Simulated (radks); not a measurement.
Problem. All-electron atom: the thallium ion Tl52+ in [Ar] 3d10 4s1. Method: Dirac Kohn-Sham, BLYP, spin-unpolarised, spherical densities, finite nucleus; Fermi nuclear charge, rms radius 5.4759 fm; computed with a radial shooting solver on a logarithmic mesh with Libxc functionals. Some entries of the table are withheld. Estimate them.

| orbital | occ. | eigenvalue (hartree) | <1/r> (bohr^-1) |
|---|---|---|---|
| 1s1/2 | 2 | (1) | 99.37 |
| 2s1/2 | 2 | -663.9288 | 24.58 |
| 2p1/2 | 2 | -642.3218 | 24.54 |
| 2p3/2 | 4 | -565.9940 | 19.74 |
| 3s1/2 | 2 | -233.0321 | 9.210 |
| 3p1/2 | 2 | (2) | (3) |
| 3p3/2 | 4 | (4) | (5) |
| 3d3/2 | 4 | (6) | 7.754 |
| 3d5/2 | 6 | (7) | 7.473 |
| 4s1/2 | 1 | -115.5650 | 4.532 |

Solution. 
(1) 1s1/2 eigenvalue (hartree): -3247.474
(2) 3p1/2 eigenvalue (hartree): -223.5119
(3) 3p1/2 <1/r> (bohr^-1): 9.124
(4) 3p3/2 eigenvalue (hartree): -205.7385
(5) 3p3/2 <1/r> (bohr^-1): 7.873
(6) 3d3/2 eigenvalue (hartree): -190.4352
(7) 3d5/2 eigenvalue (hartree): -186.5686
